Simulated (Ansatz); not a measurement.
Nb₄N₄⁺. Total charge 1; doublet. Geometry r2SCAN-D4/def2-SVP; atoms count from 1.

```xyz
8

Nb   -1.809   -0.265    1.038
Nb   -0.081    1.603    0.366
Nb   -0.660    0.089   -1.610
Nb    1.978    0.248   -0.482
N    -0.043   -0.042    1.765
N     1.075   -0.544   -1.887
N     1.147    0.109    1.303
N    -1.607   -1.198   -0.492
```

In the def2 sets Nb takes a core potential; there is no spin–orbit coupling. The structure comes from a short search, and lower isomers may exist.

Q: Estimate the Mulliken populations from the PBE0/def2-TZVP orbitals of Ansatz.

A: 
```json
{"atom": "Nb1", "charge (e)": "0.91", "spin (α − β)": "0.01", "d electrons": "3.37"}
{"atom": "Nb2", "charge (e)": "0.35", "spin (α − β)": "-0.11", "d electrons": "3.67"}
{"atom": "Nb3", "charge (e)": "0.82", "spin (α − β)": "0.13", "d electrons": "3.32"}
{"atom": "Nb4", "charge (e)": "0.93", "spin (α − β)": "1.07", "d electrons": "3.36"}
{"atom": "N5", "charge (e)": "-0.31", "spin (α − β)": "0.00", "d electrons": "–"}
{"atom": "N6", "charge (e)": "-0.71", "spin (α − β)": "-0.05", "d electrons": "–"}
{"atom": "N7", "charge (e)": "-0.37", "spin (α − β)": "-0.05", "d electrons": "–"}
{"atom": "N8", "charge (e)": "-0.63", "spin (α − β)": "0.00", "d electrons": "–"}
```
Mulliken values depend strongly on the basis.

Q: Where does the spin sit?

A: Summed by element: Nb 1.09, N -0.09, of 1 unpaired in all. Largest on single atoms: Nb4 1.07, Nb3 0.13, Nb2 -0.11.

Q: And the Mayer bond orders between heavy atoms (over 0.3)?

A: Nb1–Nb2 1.32 (2.63 Å); Nb1–Nb3 0.53 (2.91 Å); Nb1–N5 1.17 (1.92 Å); Nb1–N8 1.82 (1.80 Å); Nb2–Nb3 1.86 (2.56 Å); Nb2–Nb4 1.25 (2.61 Å); Nb2–N5 0.52 (2.16 Å); Nb2–N7 0.63 (2.15 Å); Nb3–Nb4 0.49 (2.87 Å); Nb3–N6 1.46 (1.87 Å); Nb3–N8 1.14 (1.95 Å); Nb4–N6 1.50 (1.85 Å); Nb4–N7 0.97 (1.97 Å); N5–N7 1.26 (1.29 Å).
